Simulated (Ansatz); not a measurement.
`CN(C)[Si](Cl)(Cl)Cl`, relaxed with RKS PBE0-D4/def2-TZVP in Ansatz 0.2.0 from a PBE-D4/def2-SVP geometry. The force threshold is 0.005 eV/Å; the program also tests the step.

Total charge 0; spin multiplicity 1.

Start:

```xyz
13

C    -0.028   -1.492    0.285
N    -0.180   -0.073   -0.008
C    -0.916    0.673    1.005
Si    0.812    0.722   -1.165
Cl   -0.121    2.453   -1.798
Cl    1.119   -0.528   -2.780
Cl    2.685    1.269   -0.454
H     0.558   -1.670    1.217
H    -1.028   -1.963    0.416
H     0.480   -2.010   -0.551
H    -0.398    0.664    1.993
H    -1.927    0.228    1.147
H    -1.053    1.725    0.693
```

Q: How much energy does the relaxation release, and in how many steps? (Estimate.)

A: The calculation gave: 0.08 eV, in 5 steps, 1 of them rejected.

Q: Which bonds change most? (Estimate.)

A: Computed: N2–Si4 from 1.719 to 1.687 Å; Si4–Cl5 from 2.066 to 2.035 Å; Si4–Cl6 from 2.066 to 2.035 Å; Si4–Cl7 from 2.077 to 2.048 Å.

Q: Give the relaxed structure. (An estimate is asked.)

A: Ansatz gave: 
```xyz
13

C    -0.029   -1.474    0.283
N    -0.189   -0.068   -0.030
C    -0.907    0.663    0.994
Si    0.791    0.712   -1.160
Cl   -0.108    2.426   -1.788
Cl    1.112   -0.509   -2.757
Cl    2.634    1.242   -0.443
H     0.541   -1.620    1.209
H    -1.012   -1.939    0.412
H     0.486   -1.996   -0.523
H    -0.383    0.629    1.958
H    -1.902    0.227    1.133
H    -1.035    1.707    0.710
```
